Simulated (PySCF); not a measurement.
Ge(F)(OH)(NH2)2 (FGeH₅N₂O), SMILES [NH2][Ge]([NH2])([OH])[F]. Atoms are numbered in the order given.

```xyz
10

N     -1.2579    -1.2762    -0.3662
Ge     0.0042    -0.0051     0.0128
N      1.4763    -0.6141     0.9054
O     -0.6622     1.2818     1.0468
F      0.4028     0.6959    -1.5603
H     -1.3869    -1.4132    -1.3747
H     -1.0494    -2.1804     0.0714
H      2.2364    -0.9087     0.2820
H      1.8420     0.0972     1.5500
H     -1.6341     1.2830     0.9567
```
Charge 0, spin multiplicity 1.

Geometry optimised at PBE-D3(BJ)/def2-SVP. The structure was generated by enumeration, and PubChem lists no compound with its InChIKey, so it may never have been made. The values are those of a single conformer.

Computed with PBE-D3(BJ)/def2-SVP (PySCF).

Frequencies are harmonic and unscaled.

### Question
Give all harmonic wavenumbers and intensities. (An estimate is asked for; the answer gives what the named calculation found.)

### Answer

```tsv
mode	ν (cm⁻¹)	IR (km/mol)	moving atoms (share of kinetic energy)
1	104	2.1	H 60 %, N 22 %, O 9 %
2	143	5.7	N 40 %, H 29 %, F 18 %, O 13 %
3	191	29.5	H 65 %, O 19 %, N 10 %
4	223	30.5	N 33 %, H 28 %, Ge 20 %, F 11 %
5	230	12.1	H 35 %, N 19 %, F 18 %, Ge 16 %, O 12 %
6	243	24.9	F 33 %, Ge 22 %, N 20 %, O 14 %, H 13 %
7	262	15.3	H 53 %, N 15 %, O 13 %, F 12 %
8	313	114.5	H 76 %, O 16 %
9	523	160.5	H 67 %, N 31 %
10	559	139.4	H 61 %, N 36 %
11	655	62.1	F 46 %, N 19 %, H 15 %, O 15 %
12	685	51.0	N 33 %, F 30 %, Ge 19 %, H 10 %
13	718	102.1	O 49 %, Ge 21 %, N 20 %, H 10 %
14	725	61.4	N 46 %, Ge 23 %, H 20 %, O 9 %
15	864	6.7	H 86 %, N 10 %
16	871	9.3	H 86 %, N 11 %
17	920	118.8	H 87 %
18	1486	24.1	H 91 %, N 9 %
19	1494	25.3	H 91 %, N 9 %
20	3445	15.0	H 96 %
21	3454	16.0	H 96 %
22	3544	22.0	H 92 %, N 8 %
23	3556	24.9	H 91 %, N 9 %
24	3724	59.8	H 94 %
```
